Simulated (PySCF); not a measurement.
## Correlation energy of Sb⁺ (antimony, charge +1)

[Kr] 4d10 5s2 5p2, high-spin 3P determinant. All numbers are calculated (PySCF 2.14, scalar relativity through the core potential, in cc-pVTZ-PP with ECP28MDF (5s4p3d1f, 39 functions)). Frozen: 4s2 4p6 4d10; 4 electrons correlated.

MP2 pair energies summed by pair of shells (mhartree):

| pair | energy | share (%) |
| --- | --- | --- |
| 5s-5p | -28.14 | 61.8 |
| 5s-5s | -13.01 | 28.6 |
| 5p-5p | -4.40 | 9.7 |

Total MP2 correlation energy: -45.55 mhartree.

Same-spin part -7.57 and opposite-spin part -37.97 mhartree; SCS-MP2 scales them by 1/3 and 6/5 to -48.09 mhartree.

```
  level  correlation energy (mhartree)
   CCSD                         -58.85
    (T)                          -1.40
CCSD(T)                         -60.25
```

Diagnostics: T1 = 0.0075, D1 = 0.0199, largest double amplitude 0.092.

Cost of the coupled-cluster step: 0.41 s of wall time on 1 thread of AMD EPYC 7R43 64-Core Processor (shared host), for 4 correlated electrons.

Iterations:

```
CC2 = 0
CCSD nocc = (np.int64(3), np.int64(1)), nmo = (30, 30)
frozen orbitals [[0, 1, 2, 3, 4, 5, 6, 7, 8], [0, 1, 2, 3, 4, 5, 6, 7, 8]]
max_cycle = 100
direct = 0
conv_tol = 1e-08
conv_tol_normt = 1e-06
diis_space = 8
diis_start_cycle = 0
Init t2, MP2 energy = -0.0455481831774086
Init E_corr(UCCSD) = -0.0455481831854267
cycle = 1  E_corr(UCCSD) = -0.0550887733863336  dE = -0.0095405902  norm(t1,t2) = 0.0428778
cycle = 2  E_corr(UCCSD) = -0.0575257085184744  dE = -0.00243693513  norm(t1,t2) = 0.0155675
cycle = 3  E_corr(UCCSD) = -0.058860725246635  dE = -0.00133501673  norm(t1,t2) = 0.00684671
cycle = 4  E_corr(UCCSD) = -0.0588473804628383  dE = 1.33447838e-05  norm(t1,t2) = 0.00115451
cycle = 5  E_corr(UCCSD) = -0.0588537904653169  dE = -6.41000248e-06  norm(t1,t2) = 0.000156046
cycle = 6  E_corr(UCCSD) = -0.058852364685022  dE = 1.42578029e-06  norm(t1,t2) = 3.0291e-05
cycle = 7  E_corr(UCCSD) = -0.0588530674804397  dE = -7.02795418e-07  norm(t1,t2) = 4.43217e-06
cycle = 8  E_corr(UCCSD) = -0.0588528636064149  dE = 2.03874025e-07  norm(t1,t2) = 8.68823e-07
cycle = 9  E_corr(UCCSD) = -0.0588528900235626  dE = -2.64171477e-08  norm(t1,t2) = 1.70365e-07
cycle = 10  E_corr(UCCSD) = -0.0588528914846477  dE = -1.46108513e-09  norm(t1,t2) = 3.31573e-08
UCCSD converged
E(UCCSD) = -239.0206904228537  E_corr = -0.05885289148464772
UCCSD(T) correction = -0.0014005615809273
```
